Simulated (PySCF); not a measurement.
Gas-phase equilibrium of 1 mol SnCl4, 1.9 mol H2O at 1800 K and 0.00133 bar, among 27 species (ClO, SnCl4, O2, HCl, O, SnH2, HO2, SnO, SnHCl3, SnCl3, H2O, H, HOCl, H2O2, O3, H2, SnH4, SnCl2, SnH2Cl2, Cl, Cl2, SnO2, SnH3Cl, Sn2O2, SnHCl, Sn(OH)2, OH). Only gases are allowed; each row takes one source of thermochemistry for all species, and Cantera finds the minimum.

Computed with PySCF and rigid-rotor harmonic-oscillator thermochemistry at 1 bar. † marks an energy on the PBE0/def2-TZVP geometry and frequencies; other levels use their own. Open shells (unrestricted) among the columns below: O2 (multiplicity 3), Cl (multiplicity 2, electronic degeneracy 6), OH (multiplicity 2, electronic degeneracy 4); the rest are closed-shell singlets. Spin-orbit splitting is ignored; it lowers the true energy and changes the entropy of Cl, OH. B3LYP is the form with VWN-RPA correlation. Sn: scalar-relativistic def2 core potential, no spin-orbit coupling. The harmonic model lacks anharmonicity and excited electronic states, which grow with temperature; levels with a mode under 35 cm⁻¹ are left out. Soft modes under 120 cm⁻¹ make the harmonic entropy rough for SnCl2.

Molecules larger than those listed are left out. Also missing: (SnO)n, which can matter at low temperature or high pressure.

Mole fractions:

```tsv
thermochemistry	x HCl	x SnCl2	x H2O	x Cl	x SnO	x O2	x H2	x OH
B3LYP/def2-TZVP†	0.48	0.084	0.12	0.13	0.11	0.067	0.0052	0.0051
PBE/def2-SVP	0.55	0.11	0.091	0.030	0.088	0.10	0.016	0.00077
PBE/def2-TZVP†	0.57	0.085	0.085	0.050	0.11	0.089	0.0045	0.0012
PBE0/def2-SVP†	0.45	0.18	0.17	0.048	0.032	0.100	0.0090	0.0042
PBE0/def2-TZVP	0.47	0.15	0.16	0.065	0.058	0.089	0.0036	0.0050
ωB97M-V/def2-TZVP†	0.47	0.14	0.15	0.073	0.064	0.085	0.0025	0.0046
```
The most sensitive of these is H2: it spans a factor of 10^0.8 over these rows; at this temperature one factor of ten is RT ln 10 = 34 kJ/mol.
